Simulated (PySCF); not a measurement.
CH8Si2, charge -1, doublet, at a GFN2-xTB geometry (a state made from the parent by changing its charge; the spin is typed, not shown lowest) (in this run its highest filled SCF level lies above zero, so its values depend strongly on the basis, on diffuse functions most of all); MP2/def2-SVP (PySCF).

Here is a job for PySCF.
```python
from pyscf import gto, scf, mp

mol = gto.M(
    atom='''
Si    1.321840    0.747185    0.018550
C     0.304305   -0.862948   -0.159684
Si   -1.465487   -0.310137    0.061533
H     2.814673    0.601153   -0.117312
H     1.104940    1.227750   -1.425940
H     1.330131    0.755330    1.556211
H     0.581245   -1.604765    0.591803
H     0.450860   -1.331236   -1.134849
H    -1.867257    0.585291   -1.042259
H    -1.680308    0.193099    1.433456
H    -2.549051   -1.367595   -0.024162
''',
    basis='def2-svp',
    charge=-1,
    spin=1,
    verbose=4,
)

mf = scf.UHF(mol)
mf.kernel()

pt = mp.MP2(mf)
pt.kernel()
print('E(MP2) = %.10f' % pt.e_tot)
```

The log (banner, timings and long lists left out):

```
PySCF version 2.14.0

[INPUT] verbose = 4
[INPUT] num. atoms = 11
[INPUT] num. electrons = 43
[INPUT] charge = -1
[INPUT] spin (= nelec alpha-beta = 2S) = 1
[INPUT] symmetry False subgroup None
[INPUT] Mole.unit = angstrom
[INPUT] Symbol           X                Y                Z      unit          X                Y                Z       unit  Magmom
[INPUT]  1 Si     1.321840000000   0.747185000000   0.018550000000 AA    2.497915580495   1.411975014383   0.035054419611 Bohr   0.0
[INPUT]  2 C      0.304305000000  -0.862948000000  -0.159684000000 AA    0.575053108336  -1.630735379741  -0.301759026475 Bohr   0.0
[INPUT]  3 Si    -1.465487000000  -0.310137000000   0.061533000000 AA   -2.769369069110  -0.586073991094   0.116280517623 Bohr   0.0
[INPUT]  4 H      2.814673000000   0.601153000000  -0.117312000000 AA    5.318961100208   1.136014528961  -0.221687551125 Bohr   0.0
[INPUT]  5 H      1.104940000000   1.227750000000  -1.425940000000 AA    2.088033984077   2.320111249435  -2.694636070062 Bohr   0.0
[INPUT]  6 H      1.330131000000   0.755330000000   1.556211000000 AA    2.513583299794   1.427366833668   2.940812582036 Bohr   0.0
[INPUT]  7 H      0.581245000000  -1.604765000000   0.591803000000 AA    1.098393861273  -3.032566344288   1.118345589696 Bohr   0.0
[INPUT]  8 H      0.450860000000  -1.331236000000  -1.134849000000 AA    0.852001920521  -2.515671447161  -2.144553802737 Bohr   0.0
[INPUT]  9 H     -1.867257000000   0.585291000000  -1.042259000000 AA   -3.528604334177   1.106039693173  -1.969584060863 Bohr   0.0
[INPUT] 10 H     -1.680308000000   0.193099000000   1.433456000000 AA   -3.175321924916   0.364904224927   2.708839251615 Bohr   0.0
[INPUT] 11 H     -2.549051000000  -1.367595000000  -0.024162000000 AA   -4.817008267549  -2.584379999325  -0.045659562622 Bohr   0.0

nuclear repulsion = 152.872024367974
number of shells = 46
number of NR pGTOs = 152
number of NR cGTOs = 90
basis = def2-svp
ecp = {}

******** <class 'pyscf.scf.uhf.UHF'> ********
method = UHF
initial guess = minao
damping factor = 0
level_shift factor = 0
DIIS = <class 'pyscf.scf.diis.CDIIS'>
diis_start_cycle = 1
diis_space = 8
diis_damp = 0
SCF conv_tol = 1e-09
SCF conv_tol_grad = None
SCF max_cycles = 50
direct_scf = True
direct_scf_tol = 1e-13
number electrons alpha = 22  beta = 21
Set gradient conv threshold to 3.16228e-05
init E= -619.88904304806

cycle= 1 E= -620.038526108621  delta_E= -0.149  |g|= 0.202  |ddm|= 2.63
cycle= 2 E= -620.077688976046  delta_E= -0.0392  |g|= 0.0607  |ddm|= 0.594
cycle= 3 E= -620.08236778298  delta_E= -0.00468  |g|= 0.0254  |ddm|= 0.324
cycle= 4 E= -620.083187863096  delta_E= -0.00082  |g|= 0.00812  |ddm|= 0.173
cycle= 5 E= -620.083366235048  delta_E= -0.000178  |g|= 0.00408  |ddm|= 0.111
cycle= 6 E= -620.083421740552  delta_E= -5.55e-05  |g|= 0.00144  |ddm|= 0.0803
cycle= 7 E= -620.083429758574  delta_E= -8.02e-06  |g|= 0.0006  |ddm|= 0.029
cycle= 8 E= -620.083431495035  delta_E= -1.74e-06  |g|= 0.000257  |ddm|= 0.0112
cycle= 9 E= -620.083431898763  delta_E= -4.04e-07  |g|= 0.000103  |ddm|= 0.00605
cycle= 10 E= -620.083431962676  delta_E= -6.39e-08  |g|= 4.61e-05  |ddm|= 0.00249
cycle= 11 E= -620.083431975711  delta_E= -1.3e-08  |g|= 1.59e-05  |ddm|= 0.00131
cycle= 12 E= -620.08343197687  delta_E= -1.16e-09  |g|= 5.13e-06  |ddm|= 0.000437
cycle= 13 E= -620.083431976943  delta_E= -7.37e-11  |g|= 1.93e-06  |ddm|= 8.34e-05
Extra cycle  E= -620.083431976948  delta_E= -5e-12  |g|= 1.21e-06  |ddm|= 7.83e-06
converged SCF energy = -620.083431976948  <S^2> = 0.75772  2S+1 = 2.0077052

******** <class 'pyscf.mp.ump2.UMP2'> ********
nocc = (np.int64(22), np.int64(21)), nmo = (90, 90)
E(UMP2) = -620.476001484711  E_corr = -0.392569507762294
E(SCS-UMP2) = -620.489434933504  E_corr = -0.406002956555272
E_corr(same-spin) = -0.0750928301070926
E_corr(oppo-spin) = -0.317476677655201
E(MP2) = -620.4760014847
```
